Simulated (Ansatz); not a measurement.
Zr₃O₁₂H₁₂⁻, a hydroxylated oxide cluster. Charge -1, multiplicity 2. Geometry PBE-D4/def2-SVP, that of the neutral singlet; atoms count from 1.

```xyz
27

Zr   -0.662    1.788    0.566
Zr   -0.403   -1.887    0.942
Zr    1.361   -0.146   -1.719
O     0.756   -2.907    2.177
O    -1.327   -3.178   -0.252
O     1.381   -1.835   -0.535
O    -1.961   -1.311    1.950
O     0.481    0.155    1.416
O     3.274   -0.048   -1.989
O    -0.687   -0.183   -0.720
O     0.600   -0.375   -3.485
O     1.097    1.761   -0.974
O    -2.208    1.380    1.799
O    -1.758    2.654   -0.809
O     0.332    3.219    1.470
H     0.692   -3.365    3.029
H    -2.269   -3.409   -0.280
H     2.124   -2.422   -0.310
H    -2.225   -0.368    2.123
H     1.003    0.280    2.229
H     4.237   -0.004   -2.058
H    -1.438   -0.328   -1.326
H     0.604   -0.668   -4.406
H     1.776    2.440   -0.812
H    -3.103    1.745    1.693
H    -1.967    2.971   -1.698
H     0.290    4.040    1.978
```

In the def2 sets Zr takes a core potential; there is no spin–orbit coupling. Single mean-field runs in def2-TZVP are fitted with def2-universal-jkfit. The highest occupied level of the charge -1 doublet lies above zero (up to 1.50 eV). By energy differences it is unbound by 0.50 eV (vertical, to the charge 0 singlet, at PBE0-D4/def2-TZVP) and held by the finite basis.

Estimate the Mulliken populations from the PBE0/def2-TZVP orbitals of Ansatz.


```csv
atom,charge (e),spin (α − β),d electrons
Zr1,1.35,0.42,1.64
Zr2,1.18,0.50,1.69
Zr3,1.89,-0.04,1.66
O4,-0.77,0.00,–
O5,-0.74,0.00,–
O6,-0.81,-0.01,–
O7,-0.72,0.00,–
O8,-0.83,0.00,–
O9,-0.70,-0.02,–
O10,-0.93,0.00,–
O11,-0.73,-0.01,–
O12,-0.79,-0.01,–
O13,-0.80,0.00,–
O14,-0.75,0.00,–
O15,-0.76,0.00,–
H16,0.31,0.00,–
H17,0.31,0.00,–
H18,0.35,0.02,–
H19,0.35,0.00,–
H20,0.34,0.01,–
H21,0.29,0.04,–
H22,0.36,0.03,–
H23,0.30,0.03,–
H24,0.35,0.02,–
H25,0.32,0.01,–
H26,0.30,0.02,–
H27,0.31,0.00,–
```
Mulliken values and Mayer orders depend strongly on the basis.

Where does the spin sit?

Summed by element: Zr 0.87, O -0.05, H 0.18, of 1 unpaired in all. Largest on single atoms: Zr2 0.50, Zr1 0.42, Zr3 -0.04.

And the Mayer bond orders between bonded heavy atoms (over 0.3)?

Zr1–Zr2 0.41 (3.70 Å); Zr1–O8 0.46 (2.17 Å); Zr1–O12 0.32 (2.34 Å); Zr1–O13 0.78 (2.02 Å); Zr1–O14 0.95 (1.96 Å); Zr1–O15 0.92 (1.96 Å); Zr2–O4 0.90 (1.98 Å); Zr2–O5 0.95 (1.99 Å); Zr2–O6 0.31 (2.32 Å); Zr2–O7 1.09 (1.94 Å); Zr2–O8 0.34 (2.28 Å); Zr3–O6 0.59 (2.06 Å); Zr3–O9 1.05 (1.93 Å); Zr3–O11 0.98 (1.94 Å); Zr3–O12 0.60 (2.07 Å).
